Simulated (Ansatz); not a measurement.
Stepwise reaction of `[NH2][Mo]([NH2])(=[O])=[O]` with water, as a gas-phase model of exchange steps in deposition or etching. ΔE in kJ/mol; ΔG adds harmonic PBE0-D4 terms to CCSD(T)/CBS, at 1 bar.

Isolated molecules relaxed with PBE0-D4/def2-TZVP in Ansatz; ΔE leaves out vibrations. CCSD(T)/CBS adds triple-zeta CCSD(T) − MP2 to the extrapolated MP2 energy (def2 sets, frozen cores). This one scheme is used for every species. DFT in def2-TZVPP. B3LYP here is the variant with VWN-RPA as its local correlation; programs differ in this. Elements past krypton have def2 core potentials. For Mo outer-core shells are correlated without core-valence functions, which leaves a few kJ/mol of doubt a bond. One conformer a species, not always the lowest.

| step | reaction | PBE-D4 | B3LYP-D4 | ωB97M-V | CCSD(T)/CBS | ΔG(400 K) |
| --- | --- | --- | --- | --- | --- | --- |
| 2 | `[NH2][Mo](=[O])(=[O])[OH]` + H₂O → `[O]=[Mo](=[O])([OH])[OH]` + NH₃ | -28.9 | -28.3 | -28.9 | -23.1 | -18.5 |

Question: Give the row of step 1, `[NH2][Mo]([NH2])(=[O])=[O]` + H₂O → `[NH2][Mo](=[O])(=[O])[OH]` + NH₃. (An estimate is asked.)

Answer: Ansatz gave: 
```
step                                                                reaction  PBE-D4  B3LYP-D4  ωB97M-V  CCSD(T)/CBS  ΔG(400 K)
   1  `[NH2][Mo]([NH2])(=[O])=[O]` + H₂O → `[NH2][Mo](=[O])(=[O])[OH]` + NH₃   -32.1     -31.6    -32.2        -26.8      -26.0
```

Question: By hand: ΔE of the 2 steps together at CCSD(T)/CBS.

Answer: (-26.8) + (-23.1) = -49.9 kJ/mol, or -25.0 kJ/mol a step.

In ΔE the steps differ by no more than 3.7 kJ/mol. All are downhill at CCSD(T)/CBS. ΔG lies between -26.0 and -18.5 kJ/mol a step. PBE-D4 differs from CCSD(T)/CBS by -5.8 to -5.3 kJ/mol a step. Isolated molecules leave out the surface, adducts and barriers. Largest T1 diagnostic: 0.025.
